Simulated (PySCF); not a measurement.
C₃H₇NOSi. Atoms are numbered in the order given.

```xyz
13

C      1.9839    -0.8538    -0.0375
C      0.7314    -0.3018     0.6261
O      0.6669     1.1410     0.3852
C     -0.4632     1.5218    -0.2585
N     -1.4077     0.7423    -0.6009
Si    -0.9662    -0.8862    -0.0870
H      2.0980    -1.9240     0.1985
H      1.9322    -0.7531    -1.1333
H      2.8844    -0.3251     0.3131
H      0.7957    -0.4215     1.7198
H     -0.4514     2.6070    -0.4434
H     -1.8993    -1.4531     0.9249
H     -0.8263    -1.8447    -1.2185
```
Charge 0, spin multiplicity 1.

Geometry: B3LYP-D3(BJ)/def2-SVP. The structure was generated by enumeration; whether it is a known compound was not checked. The values are those of a single conformer.

The numbers are results of PBE/def2-TZVP in PySCF, not measurements.

Atomic charges (e):

| atom | IAO | Mulliken |
|---|---|---|
| C1 | -0.43 | -0.36 |
| C2 | -0.20 | -0.03 |
| O3 | -0.32 | … |
| C4 | 0.19 | … |
| N5 | -0.59 | … |
| Si6 | 0.81 | … |
| H7 | 0.15 | … |
| H8 | 0.15 | … |
| H9 | 0.15 | … |
| H10 | 0.16 | 0.10 |
| H11 | 0.16 | 0.12 |
| H12 | -0.12 | -0.03 |
| H13 | -0.12 | -0.03 |

Q: Some entries are withheld; supply them. (Estimate from the structure and the level; the computed values follow.)

A: 
- O3, Mulliken: -0.18
- C4, Mulliken: 0.07
- N5, Mulliken: -0.29
- Si6, Mulliken: 0.27
- H7, Mulliken: 0.12
- H8, Mulliken: 0.13
- H9, Mulliken: 0.13

Q: Give the Mayer and Wiberg (Löwdin basis) orders of the bonds. (Estimate from the structure and the level; the computed values follow.)

A: 
```
bond     Mayer  Wiberg
-------  -----  ------
C1–C2     1.00    1.31
C2–O3     0.91    1.28
O3–C4     1.19    1.71
C4–N5     1.88    2.30
C2–Si6    0.95    1.00
N5–Si6    1.13    1.29
C1–H7     0.96    0.89
C1–H8     0.96    0.90
C1–H9     0.96    0.90
C2–H10    0.93    0.83
C4–H11    0.93    0.86
Si6–H12   0.92    0.93
Si6–H13   0.92    0.92
```
